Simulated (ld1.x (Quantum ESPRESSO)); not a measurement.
## Pr (Z = 59): variants of one RRKJ potential

Base potential:

ld1.x (Quantum ESPRESSO) 7.5 input, shortened:

```
&input
   title='Pr', zed=59., rel=1, dft='PBESOL', iswitch=3,
   config='[Xe] 4f3 5d0 6s2 6p0'
 /
 &inputp
   pseudotype=2, tm=.false., lloc=0,
   nlcc=.true., new_core_ps=.true.
 /
4
5P  2  1   6.00   0.00  2.10  2.10  0.0
5D  3  2   0.00   0.00  3.10  3.10  0.0
4F  4  3   3.00   0.00  1.20  1.20  0.0
5S  1  0   2.00   0.00  2.35  2.35  0.0
 &test
   configts(1)='4f3 5s2 5p6 5d0 6s2 6p0'
 /
```

Occupied shells without a wave of their own: 6s. They enter only through the test configuration that unscreens the potential, and ld1.x also counts them in the model core charge.

All-electron outer shells of the reference configuration (PBEsol, scalar-relativistic, ld1.x):

```csv
shell,level (eV),outermost node (bohr),outermost maximum (bohr)
4p,-214.97,0.32,0.60
4d,-110.40,0.30,0.64
5s,-39.05,0.74,1.35
5p,-21.48,0.79,1.53
6s,-3.48,1.81,3.85
5d,-2.04,0.91,2.28
4f,-1.28,–,0.69
6p,-1.23,2.18,5.07
```

Cutoffs, loose and tight: the cutoffs (Ry, on a coarse ladder) from which the occupation-weighted sum of valence levels, in a spherical-Bessel basis at the reference potential, stays within 10 and 1 mRy of its value at 400 Ry. They do not see the model core or the augmentation charge, which bear on the density cutoff. Test errors are all-electron minus pseudo excitation energies from the reference, over the configurations 4f3 5s2 5p6 5d0 6s1 6p0; 4f3 5s2 5p6 5d0 6s0 6p0; 4f2 5s2 5p6 5d0 6s0 6p0; 4f3 5s2 5p6 5d1 6s1 6p0; 4f3 5s2 5p6 5d0 6s0 6p1; 4f3 5s2 5p6 5d0.5 6s1.5 6p0; 4f1 5s2 5p6 5d0 6s0 6p0. A dash means not determined; rows that change the core or the reference have their own tests.

With those shells counted twice in exchange and correlation these files are broken, and their errors move erratically; no question is asked of them.

The default core radius of the base comes out at 1.04 bohr.

```csv
change,outcome,"cutoff, loose","cutoff, tight",bound ghosts,largest test error (meV)
base,"generated, misses its reference levels by 0.68 eV",160 Ry,200 Ry,none,"no test is counted, since the test run did not reproduce the reference configuration"
"type PAW; waves now 5s (bound): rcut 2.05, rcutus 2.35 bohr; 6s (bound): rcut 2.05, rcutus 2.35 bohr; 5p (bound): rc 2.10 bohr; 6p (bound): rc 2.10 bohr; 5d (bound): rcut 2.70, rcutus 3.10 bohr; 5d channel at 3.2 Ry: rcut 2.70, rcutus 3.10 bohr; 4f (bound): rcut 1.05, rcutus 1.20 bohr; 4f channel at 0.5 Ry: rcut 1.05, rcutus 1.20 bohr; local potential all-electron potential smoothed inside 1.80 bohr (lloc = -1); augmentation PSQ, inside the norm-conserving radii",failed: invmat: error in DGETRF,–,–,–,–
wave 5p (bound): rc 2.10 bohr becomes 5p (bound): rc 1.74 bohr,failed: compute_phi: phi has nodes before r_c,–,–,–,–
reference 4f3 5s2 5p6 5d0 6s0 6p0,generated,160 Ry,200 Ry,none,+2610
wave 5s (bound): rc 2.35 bohr becomes 5s (bound): rc 3.58 bohr,failed: the pseudo-atom did not reach self-consistency,–,–,–,–
local potential the d channel,failed: run_pseudo: Errors in PS-KS equation,–,–,–,–
"all radii but the core radius scaled by about 0.79 (s 1.86, p 1.66, d 2.46, f 0.94 bohr)",failed: compute_phi: phi has nodes before r_c,–,–,–,–
core correction Bessel-smoothed model core inside 0.60 bohr,"generated, misses its reference levels by 0.68 eV",160 Ry,200 Ry,none,"no test is counted, since the test run did not reproduce the reference configuration"
functional BP86,"generated, misses its reference levels by 0.69 eV",160 Ry,200 Ry,none,"no test is counted, since the test run did not reproduce the reference configuration"
wave 4f (bound): rc 1.20 bohr becomes 4f (bound): rc 1.70 bohr,"generated, misses its reference levels by 0.68 eV",80 Ry,110 Ry,none,"no test is counted, since the test run did not reproduce the reference configuration"
wave 5d (bound): rc 3.10 bohr becomes 5d (bound): rc 3.84 bohr,"generated, misses its reference levels by 0.68 eV",160 Ry,200 Ry,none,"no test is counted, since the test run did not reproduce the reference configuration"
```
